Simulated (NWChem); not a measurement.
Molecule: C₄H₃Br; SMILES C#C/C=C\Br

```xyz
8

C      1.1523    -2.6704     0.0000
C      0.1244    -2.0246     0.0000
C     -1.0979    -1.3067     0.0000
C     -1.2379     0.0286     0.0000
Br     0.1817     1.2384     0.0000
H      2.0687    -3.2318     0.0000
H     -2.0223    -1.8965     0.0000
H     -2.2208     0.5028     0.0000
```
Atoms are numbered in this order, from 1.

Results from NWChem. Pople sets run with spherical d functions. Geometry: optimised at PBE0/def2-SVP. B3LYP is NWChem's, with the RPA form of VWN correlation. GIAO values for the isolated, static molecule; σ is the absolute isotropic shielding, δ = σ(reference) − σ with the isolated reference molecule computed at the same levels (13C: tetramethylsilane, 1H: tetramethylsilane). Spin-orbit effects, on the heavy nuclei and on their neighbours, are missing.

```
level               δ C1 (ppm)  δ C2 (ppm)  δ C3 (ppm)  σ Br5 (ppm)  δ H6 (ppm)  δ H7 (ppm)  δ H8 (ppm)
------------------  ----------  ----------  ----------  -----------  ----------  ----------  ----------
KT2/pcSseg-1              89.2        76.4       113.0       2003.9        3.76        5.86        6.22
B3LYP/6-311G**            94.8        79.2       121.7       2017.2        3.45        5.95        6.42
BHandHLYP/pcSseg-1           ?        76.3           ?            ?           ?        5.91           ?
```

Q: Complete the blanks.

A: 
- BHandHLYP/pcSseg-1, δ C1 (ppm): 98.7
- BHandHLYP/pcSseg-1, δ C3 (ppm): 125.5
- BHandHLYP/pcSseg-1, σ Br5 (ppm): 2117.2
- BHandHLYP/pcSseg-1, δ H6 (ppm): 3.72
- BHandHLYP/pcSseg-1, δ H8 (ppm): 6.47
